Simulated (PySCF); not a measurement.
Structures optimised with GFN2-xTB, isolated species. One conformer each, none proved a minimum here. Atom numbers follow the mapped SMILES.

**Question.** Order the C–C distances, shortest first.
A. C2–C3 in `[CH2:1]=[C:2]([CH+:3][CH3:4])[O:5][CH3:6]` (charge +1) with C1–C2–C3–C4 179°, C1–C2–O5–C6 0°
B. C4–C5 in `[CH:1]#[C:2]/[CH:3]=[CH:4]\[C:5]#[CH:6]`
C. C2–C6 in `[CH3:1][C@:2]([Cl:3])([CH2:4][F:5])[CH2:6][Cl:7]` with C1–C2–C4–F5 -59°, C1–C2–C6–Cl7 -176°
D. C1–C2 in `[CH:1]#[C:2][CH2:3]/[P:4]=[P:5]/[CH2:6][CH2:7][CH2:8][OH:9]` with C2–C3–P4–P5 119°, P4–P5–C6–C7 -78°, P5–C6–C7–C8 -172°, C6–C7–C8–O9 63°, C7–C8–O9–H 58°
E. C4–C5 in `[O:1]=[P:2]1([CH:3]2[CH2:4][CH2:5]2)[CH:6]=[CH:7]1` with O1–P2–C3–C4 -33°

**Answer.** D (1.197 Å), B (1.406 Å), A (1.419 Å), E (1.488 Å), C (1.525 Å).

- 1.197 Å: drawn triple, terminal alkyne carbon to alkyne carbon
- 1.406 Å: drawn single, alkene CH carbon to alkyne carbon
- 1.419 Å: drawn single in one of several resonance forms, ends: carbon bonded to 2 C and O; carbon bonded to 2 C and H
- 1.488 Å: drawn single, both ends three-membered-ring carbon, in a 3-membered ring
- 1.525 Å: drawn single, both ends sp3 C–Cl carbon

**Question.** Order these C–C–C angles, narrowest first.
A. C2–C3–C4 in `[CH2:1]=[C:2]([CH+:3][CH3:4])[O:5][CH3:6]` (charge +1) with C1–C2–C3–C4 179°, C1–C2–O5–C6 0°
B. C4–C3–C5 in `[O:1]=[P:2]1([CH:3]2[CH2:4][CH2:5]2)[CH:6]=[CH:7]1` with O1–P2–C3–C4 -33°
C. C1–C2–C3 in `[CH:1]#[C:2][CH2:3]/[P:4]=[P:5]/[CH2:6][CH2:7][CH2:8][OH:9]` with C2–C3–P4–P5 119°, P4–P5–C6–C7 -78°, P5–C6–C7–C8 -172°, C6–C7–C8–O9 63°, C7–C8–O9–H 58°
D. C4–C2–C6 in `[CH3:1][C@:2]([Cl:3])([CH2:4][F:5])[CH2:6][Cl:7]` with C1–C2–C4–F5 -59°, C1–C2–C6–Cl7 -176°

**Answer.** B (59.4°), D (111.5°), A (123.5°), C (177.4°).

The numbers are calculated, not measured.
